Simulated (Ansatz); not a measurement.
C₃H₈ClSi (SMILES [CH2][Si](C)(C)Cl), doublet, at a GFN2-xTB geometry; CCSD(T)/STO-3G in Ansatz (a program for electronic structure).

The Ansatz input:
Ansatz 0.2 input:
```yaml
crystal:
  periodic: [false, false, false]
  atoms:
    - {symbol: C, position_ang: [-0.70584325, 1.70340527, -0.82508452]}
    - {symbol: Si, position_ang: [-0.09463673, 0.04094741, -0.30697374]}
    - {symbol: C, position_ang: [1.45040532, -0.48913705, -1.30131529]}
    - {symbol: C, position_ang: [-1.43449923, -1.30658142, -0.52096936]}
    - {symbol: Cl, position_ang: [0.41693889, 0.12177942, 1.66897369]}
    - {symbol: H, position_ang: [-0.76081437, 2.54021788, -0.15171481]}
    - {symbol: H, position_ang: [-1.03515054, 1.90823411, -1.82795246]}
    - {symbol: H, position_ang: [2.27077492, 0.20649700, -1.15373599]}
    - {symbol: H, position_ang: [1.79263419, -1.47424205, -0.99730754]}
    - {symbol: H, position_ang: [1.23235521, -0.52517622, -2.36360615]}
    - {symbol: H, position_ang: [-1.05909208, -2.28228528, -0.22593610]}
    - {symbol: H, position_ang: [-2.30914169, -1.09123296, 0.08509850]}
    - {symbol: H, position_ang: [-1.75498966, -1.37164729, -1.55555086]}
basis:
  gaussian:
    orbitals: STO-3G
magnetization: {spin_polarized: true, initial_magnetization: 1}
correlation: {method: ccsd_t, electrons: outside_noble_gas}
accuracy: high
```

It wrote (shortened):

```
Functional definition: HF
907 factors; integrals over basis functions are off by at most 5.1e-9 eV
mean field evaluation 1: about -23321.7638 eV, gradient 1.2e1 eV
mean field evaluation 2: about -23321.9021 eV, gradient 1.2e1 eV
mean field evaluation 4: about -23323.4566 eV, gradient 1.0e0 eV
mean field evaluation 8: about -23323.4740 eV, gradient 1.6e-2 eV
mean field evaluation 16: about -23323.2281 eV, gradient 3.1e0 eV
mean field -23323.47400781 eV, -857.1218605685 hartree, gradient 1.9e-8 eV, S^2 0.766652; 0 other end points of the search recorded, 0 dependent functions left out
13 core orbitals not correlated
reference -23323.47400781 eV, -857.1218605685 hartree; 16, 15 occupied and 12, 13 virtual orbitals, 907 factors
second order -4.81625620 eV of doubles, -0.00000000 eV of singles
cycle   1  -5.90458917 eV  change    -1.1e0 eV  update   7.7e-2
cycle   2  -6.43303536 eV  change   -5.3e-1 eV  update   3.0e-2
cycle   3  -6.48003248 eV  change   -4.7e-2 eV  update   8.1e-3
cycle   4  -6.48650849 eV  change   -6.5e-3 eV  update   3.4e-3
cycle   5  -6.48790663 eV  change   -1.4e-3 eV  update   1.3e-3
cycle   6  -6.48788042 eV  change    2.6e-5 eV  update   3.8e-4
cycle   7  -6.48781097 eV  change    6.9e-5 eV  update   1.4e-4
cycle   8  -6.48784615 eV  change   -3.5e-5 eV  update   5.1e-5
cycle   9  -6.48784527 eV  change    8.8e-7 eV  update   2.5e-5
cycle  10  -6.48783635 eV  change    8.9e-6 eV  update   9.9e-6
cycle  11  -6.48783601 eV  change    3.5e-7 eV  update   3.1e-6
cycle  12  -6.48783618 eV  change   -1.7e-7 eV  update   1.2e-6
cycle  13  -6.48783582 eV  change    3.5e-7 eV  update   4.8e-7
cycle  14  -6.48783518 eV  change    6.4e-7 eV  update   1.7e-7
cycle  15  -6.48783498 eV  change    2.0e-7 eV  update   6.9e-8
cycle  16  -6.48783491 eV  change    7.3e-8 eV  update   3.6e-8
cycle  17  -6.48783490 eV  change    1.5e-8 eV  update   2.2e-8
cycle  18  -6.48783402 eV  change    8.8e-7 eV  update   1.1e-7
cycle  19  -6.48783375 eV  change    2.7e-7 eV  update   3.2e-8
cycle  20  -6.48783370 eV  change    5.3e-8 eV  update   8.5e-9
cycle  21  -6.48783369 eV  change    1.1e-8 eV  update   2.9e-9
cycle  22  -6.48783369 eV  change    2.5e-9 eV  update   1.0e-9
perturbative correction -0.04843504 eV, -0.0017799551 hartree
Total energy: -23330.01027654 eV, -857.3620640139 hartree
```
